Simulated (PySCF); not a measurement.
# Core-level binding energies of `F[Se](F)(F)F`

Species: SeF₄.
Z-matrix (Å and degrees, PBE0-D3(BJ)/def2-SVP geometry), rows numbered from 1:
```
Se
F   1  1.7783
F   1  1.7782  2  169.40
F   1  1.7108  2   86.62  3    50.13
F   1  1.7110  2   86.62  3   -50.21
```

Level of theory: PySCF, delta-SCF UKS SCAN, pcX-2 on the ionised atom, pcseg-1 elsewhere, spin-free X2C. Each binding energy is the total energy of the core-ionised species, with the hole localised on one atom, minus that of the ground state; both are solved self-consistently, so orbital relaxation is included.

Question: List the computed XPS lines with their assignment.

Answer: 
| atom(s) | bonded to | level | binding energy (eV) | count |
| --- | --- | --- | --- | --- |
| F2/F3 | Se | F 1s | 692.19 | 2 |

Question: Which photon wavelength matches the F 1s of F2 (atom 2)/F3 threshold?

Answer: λ = hc/E = 12398.42 eV Å / 692.19 eV = 17.912 Å.

Atoms equivalent by their bonding share one computed value, that of the first of them. The list is incomplete; no value stands for F 1s of F4, F5. No level of selenium is listed. Geometry: PBE0-D3(BJ)/def2-SVP; no solvent, vibrations or thermal averaging.

On Arm Neoverse V1, one thread, no GPU, shared host, this took 2.9 s of wall time.
